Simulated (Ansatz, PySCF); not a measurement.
Gas-phase reaction (SMILES): [Cl][Al]([Cl])[Cl] + F (HF) -> [F][Al]([Cl])[Cl] + Cl (HCl); hydrogen fluoride cleaves one Al-Cl bond, a model of a ligand-exchange step.

Structures are relaxed separately at B3LYP-D3(BJ)/def2-TZVP in Ansatz (a quantum-chemistry and plane-wave program). Valence correlation only, unless marked. Spin-orbit coupling is left out. Non-relativistic. CBS(X,Y): correlation extrapolated as X^-3; Hartree-Fock from the larger set. Thermal terms are rigid-rotor harmonic-oscillator values from B3LYP-D3(BJ) frequencies (Ansatz or PySCF) at 298.15 K and 1 atm. 1 Eh = 627.5095 kcal/mol.

```
species             E, CCSD(T)/CBS(cc-pV(T+d)Z,cc-pV(Q+d)Z) (Ansatz) (Eh)  E, r2SCAN-D4/def2-TZVPD (Ansatz + dftd4) (Eh)  H - E (Eh)
------------------  -----------------------------------------------------  ---------------------------------------------  ----------
[Cl][Al]([Cl])[Cl]                                            -1621.55610                                    -1623.18447     0.01106
F (HF)                                                         -100.39146                                     -100.44728     0.01259
[F][Al]([Cl])[Cl]                                             -1261.57724                                    -1262.85391     0.01172
Cl (HCl)                                                       -460.37849                                     -460.78611     0.01000
```

Work out ΔE and ΔH at 298.15 K at the first level, then ΔH at the second.


1. ΔE = [(-1261.57724) + (-460.37849)] - [(-1621.55610) + (-100.39146)] = -0.00817 Eh = -5.1 kcal/mol at CCSD(T)/CBS(cc-pV(T+d)Z,cc-pV(Q+d)Z).
2. The terms H - E add up to -0.00193 Eh, so ΔH = (-0.00817 + (-0.00193))×627.5095 = -6.3 kcal/mol.
3. At r2SCAN-D4/def2-TZVPD the same steps give ΔE = -5.2 and ΔH = -6.4 kcal/mol, a shift of -0.1 from the first level.
4. These values are not checked against measurement here, since the tables used lack a sound gas-phase enthalpy of formation for at least one species.
